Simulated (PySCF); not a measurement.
# Telling isomers of C9H13N apart by NMR

[PySCF: shielding tensors at PBE0/pcSseg-1 (GIAO); geometry: GFN2-xTB; a single conformation; non-relativistic; no solvent; fast rotation and ring inversion assumed for equivalent nuclei]

References, each an isolated molecule treated in the same way: $^{1}$H (σref 31.72) and $^{13}$C (σref 186.93) against TMS. Where no couplings were computed, multiplicities follow the n + 1 count of equivalent neighbours, and m marks all less simple cases (inequivalent or close neighbours, rings, F or P nearby). Shifts are as computed. Against solution values, carbons near 30 ppm lie about +3 ppm off and those near 130 ppm about +5 ppm. Of 1211 compounds with measured shifts, 218 miss one by over three times the rms of a fit or turn the order of signals round; such compounds aren't used in these exercises.

(1) Tabulate the signals of `CC(C)(C)c1ccncc1`, `C/N=C/[C@@H]1C[C@@H]2C=C[C@H]1C2`, `C#C[C@@H]1CCN2CCC[C@@H]12` and their relative energies.

(2) What is the quickest way to tell CC(C)(C)c1ccncc1 from C#C[C@@H]1CCN2CCC[C@@H]12?

(3) What is the quickest way to tell CC(C)(C)c1ccncc1 from C/N=C/[C@@H]1C[C@@H]2C=C[C@H]1C2?

(4) What is the quickest way to tell C/N=C/[C@@H]1C[C@@H]2C=C[C@H]1C2 from C#C[C@@H]1CCN2CCC[C@@H]12?

## Answers

(1) 
| SMILES | carbon types | δC | δH | E rel. (kcal/mol) |
| --- | --- | --- | --- | --- |
| CC(C)(C)c1ccncc1 | 2×C 4×CH 3×CH3 | 165.1, 155.9, 125.3, 36.6, 32.7 | 8.92 (d, 2H), 7.37 (d, 2H), 1.34 (s, 9H) | 0.0 |
| C/N=C/[C@@H]1C[C@@H]2C=C[C@H]1C2 | 6×CH 2×CH2 1×CH3 | 173.9, 145.8, 142.2, 54.2, 51.9, 50.8, 48.9, 46.3, 31.7 | 7.25 (d, 1H), 6.53 (m, 1H), 6.31 (m, 1H), 3.52 (s, 3H), 2.96 (m, 1H), 2.82 (m, 1H), 2.79 (m, 1H), 2.08 (m, 1H), 1.49 (m, 1H), 1.25 (m, 1H), 1.01 (m, 1H) | 34.9 |
| C#C[C@@H]1CCN2CCC[C@@H]12 | 1×C 3×CH 5×CH2 | 91.4, 75.8, 75.2, 59.4, 57.4, 40.0, 39.0, 35.0, 23.7 | 3.68 (m, 1H), 3.37 (m, 1H), 2.86 (m, 1H), 2.70 (m, 1H), 2.44 (m, 1H), 2.09 (m, 1H), 1.99 (m, 1H), 1.98 (m, 1H), 1.86 (m, 1H), 1.70 (m, 1H), 1.52 (d, 1H), 1.45 (m, 1H), 1.27 (m, 1H) | 50.5 |

Energies are electronic energies at PBE0/pcSseg-1 on these geometries, without zero-point or thermal terms, each for the one conformer computed, which needn't be the lowest.

(2) Count the carbon signals: 5 against 9. The first has a substituted aromatic carbon (C) at 165.1 ppm, the second an sp3 CH2 bonded to N at 59.4 ppm. Their most deshielded carbons lie at 165.1 and 91.4 ppm. In the proton spectra the most deshielded non-exchanging signals are 8.92 (d, 2H) and 3.68 (m, 1H).

(3) Count the carbon signals: 5 against 9. The first has a substituted aromatic carbon (C) at 165.1 ppm, the second an sp3 CH2 in a ring at 54.2 ppm. Their most deshielded carbons lie at 165.1 and 173.9 ppm. In the proton spectra the most deshielded non-exchanging signals are 8.92 (d, 2H) and 7.25 (d, 1H).

(4) Both give the same number of carbon signals, but DEPT or the intensities differ. The first has a C=N carbon (CH) at 173.9 ppm, the second an alkyne carbon (C) at 91.4 ppm. In the proton spectra the most deshielded non-exchanging signals are 7.25 (d, 1H) and 3.68 (m, 1H).
